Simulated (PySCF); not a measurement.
oxadisiletane (CH6OSi2), SMILES C1O[SiH2][SiH2]1.

Coordinates come from a TPSSh-D3(BJ)/def2-SVP optimisation.

The numbers are results of PBE/def2-TZVP (PySCF), not measurements.

Gas-phase values at a fixed geometry.

```json
{
 "total_energy": "-695.54387 hartree",
 "point_group": "Cs",
 "highest_occupied_level": "-6.52 eV",
 "lowest_empty_level": "-1.32 eV",
 "orbital_gap": "5.20 eV",
 "dipole_moment": "1.15 D",
 "quadrupole, principal values (traceless, Buckingham form, about the centre of nuclear charge)": "-4.07, 0.15, 3.92 D·Å",
 "mean_static_polarisability": "71.0 bohr³ (10.53 Å³)",
 "polarisability_principal_values": "61.9, 66.5, 84.7 bohr³"
}
```
